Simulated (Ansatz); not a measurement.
Geometry optimisation, UKS PBE/def2-SVP (Ansatz).

input.yaml

```yaml
crystal:
  periodic: [false, false, false]
  atoms:
    - { symbol: W, position_ang: [0.0, 0.0, 0.0] }
    - { symbol: Cl, position_ang: [0.0, 0.0, 2.64] }
    - { symbol: F, position_ang: [1.85, 0.0, 0.0] }
    - { symbol: F, position_ang: [0.0, 1.85, 0.0] }
    - { symbol: F, position_ang: [-1.85, 0.0, 0.0] }
    - { symbol: F, position_ang: [0.0, -1.85, 0.0] }
    - { symbol: F, position_ang: [0.0, 0.0, -1.85] }
    - { symbol: O, position_ang: [0.0, 0.0, 4.53] }
    - { symbol: H, position_ang: [-0.5144, -0.8011, 4.8671] }
magnetization:
  spin_polarized: true
  initial_magnetization: 1
basis:
  gaussian: { orbitals: def2-SVP }
hamiltonian:
  xc: pbe
relax:
  f_tol: 0.15
  max_steps: 25
  restrain:
    - { distance: [1, 7], at: 1.59, k: 30.0 }
    - { distance: [0, 1], at: 3.59, k: 30.0 }
```

Launched with:

```bash
$ ansatz run input.yaml --threads 4 --pin off --max-ram 5120MiB --backend cpu --events-out ev --progress --plain --runs-dir out
```

**Question.** Where does it end, and by what steps?

**Answer.** The forces met the threshold. The restraints hold the end off the free minimum. After 22 steps the energy has fallen by 0.158 eV (the restraints' own energy left out); Cl2 moved furthest, 1.19 Å. Parted: W1–Cl2 (2.64 → 3.58 Å).

```
step  energy less start (eV)  largest force component (eV/Å)  accepted
   0                  0.0000                           3.958       yes
   1                  0.6394                           3.951       yes
   2                  0.9952                           5.514       yes
   3                  0.4110                           2.415       yes
   4                  0.1345                           1.771       yes
   5                  0.0350                           1.606       yes
   6                 -0.0475                           0.971       yes
   7                 -0.0258                           1.792       yes
   8                 -0.0597                           1.545       yes
   9                 -0.0631                           1.551       yes
  10                 -0.0948                           1.360       yes
  11                 -0.1036                           1.380       yes
  12                 -0.1202                           1.230       yes
  13                 -0.1213                           1.251       yes
  14                 -0.1346                           1.319       yes
  15                 -0.1504                           1.325       yes
  16                 -0.1551                           1.441       yes
  17                 -0.1378                           1.777        no
  18                 -0.1501                           1.601       yes
  19                 -0.1520                           1.619       yes
  20                 -0.1595                           1.644       yes
  21                 -0.1470                           2.101        no
  22                 -0.1576                           1.652       yes
```

```xyz
9
Properties=species:S:1:pos:R:3
W -0.023 -0.031 -0.115
Cl 0.969 0.012 3.327
F 1.839 -0.076 -0.054
F -0.368 1.828 -0.087
F -1.502 -0.135 1.017
F 0.074 -1.901 0.186
F -0.045 0.125 -1.967
O -0.541 0.140 3.984
H -0.918 -0.763 3.896
```

Time of the run: 89 s on 4 threads of Arm Neoverse V2, with other jobs on the host, peak memory 0.39 GiB.
